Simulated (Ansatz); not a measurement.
Compare A (`C[CH](C)[GeH]`) with its isomer B (`C=C[CH2][GeH3]`).

Computed with Ansatz on PBE0-D4/def2-TZVP structures; ΔE is electronic, products minus reactants. CCSD(T)/CBS adds triple-zeta CCSD(T) − MP2 to the extrapolated MP2 energy (def2 sets, frozen cores). DFT in def2-TZVPP. For Ge outer-core shells are correlated without core-valence functions, which leaves a few kJ/mol of doubt a bond. Scalar relativity is left out up to krypton. Each species was taken in one conformer, which may not be the lowest.

**Question.** Which isomer does CCSD(T)/CBS put lower? Give the gap. (Estimate.)

**Answer.** Computed: B, by 34.1 kJ/mol.

**Question.** Give E(B) − E(A) in kJ/mol with PBE-D4, CCSD(T)/def2-SVP, HF/def2-TZVPP, ωB97M-V, B2PLYP, BLYP-D4, MP2/def2-TZVPP. (Estimate.)

**Answer.** The calculation gave: PBE-D4 -28.2, CCSD(T)/def2-SVP -35.8, HF/def2-TZVPP -47.1, ωB97M-V -27.9, B2PLYP -38.8, BLYP-D4 -26.4, MP2/def2-TZVPP -44.8. None reverses the order clearly.

**Question.** Does the order hold for the free energy at 298.15 K (harmonic terms from PBE0-D4)? (An estimate is asked.)

**Answer.** Computed: Yes: G(B) − G(A) = -46.1 kJ/mol, for one conformer each. Modes under 60 cm⁻¹, often nearly free rotors, make the harmonic entropy too high.

Largest T1 diagnostic: 0.011.

Leaving LDA and LC-ωPBE aside and taking each functional with its dispersion term where it has one, the values, not all of them listed here, spread over 25.4 kJ/mol, from B97M-V to revPBE-D4. LDA lies −3.2 kJ/mol from PBE without D4. From r2SCAN to r2SCAN0 (25 % exact exchange), in def2-TZVPP and without D4, E(B) − E(A) moves by +3.9 kJ/mol.
